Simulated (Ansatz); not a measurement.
Reaction (isomerisation): `C[C@H](Br)[C@@H](C)Br` → `CC(Br)CCBr`

Calculated with Ansatz (gas phase, PBE0-D4/def2-TZVP geometries, no zero-point term in ΔE). CBS: MP2 limit from def2 TZ/QZ plus the TZ coupled-cluster correction, frozen cores. DFT in def2-TZVPP. For Br outer-core shells are correlated without core-valence functions, which leaves a few kJ/mol of doubt a bond. Scalar relativity is left out up to krypton. One conformer a species, not always the lowest.

Task: Is it downhill or uphill in electronic energy at CCSD(T)/CBS, and by how much? (An estimate is asked.)

Result: Computed: Uphill: ΔE = +3.8 kJ/mol.

Task: What do these levels give: PBE-D4, r2SCAN-D4, ωB97X-V, PBE, BLYP, CAM-B3LYP, LC-ωPBE, HF/def2-SVP, MP2/def2-SVP, CCSD/def2-SVP, HF/def2-TZVPP, HF/CBS(def2)? (Estimate.)

Result: Computed: PBE-D4 1.9, r2SCAN-D4 2.6, ωB97X-V -0.5, PBE 0.5, BLYP -1.5, CAM-B3LYP -2.3, LC-ωPBE -2.6, HF/def2-SVP -6.2, MP2/def2-SVP 4.6, CCSD/def2-SVP 0.9, HF/def2-TZVPP -7.0, HF/CBS(def2) -7.3 kJ/mol.

Task: What do rigid-rotor, harmonic-oscillator terms from PBE0-D4/def2-TZVP frequencies (298.15 K, 1 bar) make of the CCSD(T)/CBS value? (An estimate is asked.)

Result: The calculation gave: ΔZPE = +1.9 kJ/mol, ΔH = +5.0 kJ/mol, ΔS = 2 J/(mol·K), ΔG = +4.4 kJ/mol. Modes under 50 cm⁻¹ make the entropy rough.

Largest T1 diagnostic among the species: 0.008.

In def2-TZVPP, CCSD(T) changes the Hartree–Fock value by +9.1 kJ/mol (the triples alone add +2.0 kJ/mol) and MP2 by +11.9 kJ/mol. Leaving LDA and LC-ωPBE aside and taking each functional with its dispersion term where it has one, the values, not all of them listed here, spread over 3.7 kJ/mol, from BHLYP-D4 to r2SCAN-D4. LDA lies +3.9 kJ/mol from PBE without D4.
